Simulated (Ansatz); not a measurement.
`C[Se][InH2]` + H₂ → `C[SeH]` + `[InH3]` at 298.15 K and 1 bar (hydrogenolysis of the Se–In bond).

Program: Ansatz. Geometries: PBE0-D4/def2-TZVP. ΔE: electronic, gas phase. CCSD(T)/CBS is the MP2 limit (def2-TZVPP, def2-QZVPP) plus CCSD(T) − MP2 in def2-TZVPP, frozen cores. This one scheme is used for every species. def2 core potentials past Kr. For In, Se outer-core shells are correlated without core-valence functions, which leaves a few kJ/mol of doubt a bond. Scalar relativity is left out up to krypton.

```csv
species,CCSD(T)/CBS energy (Eh),H − E (kJ/mol),S (J/(mol·K))
`C[Se][InH2]`,-2631.58862,150.1,350.1
H₂,-1.17544,35.1,130.4
`C[SeH]`,-2441.15625,129.5,267.5
`[InH3]`,-191.56739,54.8,229.0
```

H − E and S are ideal-gas, rigid-rotor, harmonic terms from PBE0-D4/def2-TZVP. The MP2-based limit puts H₂ 0.8 mEh under its directly extrapolated value; such offsets cancel only in part. 1 Eh = 2625.50 kJ/mol, R = 8.31446 J/(mol·K).

Q: By hand: ΔE, ΔH, ΔS and ΔG.

A: ΔE = (-2441.15625) + (-191.56739) − (-2631.58862) − (-1.17544) = 0.04042 Eh = 106.1 kJ/mol. Δ(H − E) = 129.5 + 54.8 − 150.1 − 35.1 = -0.9, so ΔH = 105.2 kJ/mol. ΔS = 267.5 + 229.0 − 350.1 − 130.4 = 16.0 J/(mol·K). ΔG = 105.2 − 298.15 × (16.0)/1000 = 100.4 kJ/mol.

Q: By hand: the equilibrium constant, and the temperature at which ΔG would vanish if ΔH and ΔS stayed fixed.

A: log₁₀ K = −ΔG/(RT ln 10) = -17.6. ΔG = 0 at ΔH/ΔS = 6575 K, far beyond where these terms or the molecules hold.

ΔH outweighs TΔS. A doubt of 5 kJ/mol in ΔE shifts log₁₀ K by 0.9 here. Modes under 60 cm⁻¹, often nearly free rotors, make the harmonic entropy too high. These are equilibria of isolated gas molecules and say nothing of rates. Largest T1 diagnostic: 0.014 (customary marks: 0.02 for closed shells, 0.045 for open ones).
